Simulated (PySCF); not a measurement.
**`InChI=1S/C2H10OSi3/c1-5-2-3-6(5)4/h5-6H,2H2,1,4H3/t5-,6+/m1/s1`**

Cartesian coordinates in Å; atom numbers follow the order of the lines, from 1:
```xyz
16

C     2.577    0.854   -0.502
Si    0.897    0.647    0.311
C     0.661   -0.910    1.441
O    -0.438   -1.572    0.800
Si   -0.803   -0.674   -0.602
Si   -3.030    0.052   -0.617
H     3.345    1.103    0.247
H     2.878   -0.072   -1.014
H     2.553    1.666   -1.244
H     0.469    1.925    0.964
H     1.549   -1.568    1.452
H     0.409   -0.685    2.492
H    -0.519   -1.442   -1.860
H    -3.995   -1.091   -0.612
H    -3.266    0.872   -1.848
H    -3.291    0.907    0.582
```

Level of theory: PySCF, TDDFT B3LYP/def2-SVPD circular dichroism and optical rotation, one conformer, gas phase. Geometry: PBE0-D3(BJ)/def2-SVP.

(1) Draw the ECD and absorption spectra from the lowest 12 states, each a Gaussian of half-width 0.2 eV at 1/e height.

## Answers

(1) 
```
E (eV)  λ (nm)  Δε (L mol⁻¹ cm⁻¹)  ε (L mol⁻¹ cm⁻¹)
  4.71     263              -0.05              5.36
  4.81     258              -0.50              50.9
  4.91     253              -2.89               293
  5.01     248             -10.09              1020
  5.11     243             -21.21              2170
  5.21     238             -25.98              2840
  5.31     234             -14.25              2480
  5.41     229             +10.78              1950
  5.51     225             +34.24              1970
  5.61     221             +40.05              2040
  5.71     217             +28.10              2360
  5.81     213             +13.95              4750
  5.91     210              +6.54             10000
  6.01     206              +5.71             15100
  6.11     203             +14.54             16100
  6.21     200             +39.06             14700
  6.31     197             +69.82             14900
  6.41     193             +73.57             15600
  6.51     191             +33.43             14500
  6.61     188             -18.12             12600
```
Δε uses R in velocity form, ε uses f in length form. Only the states computed contribute, so the short-wavelength end is incomplete.
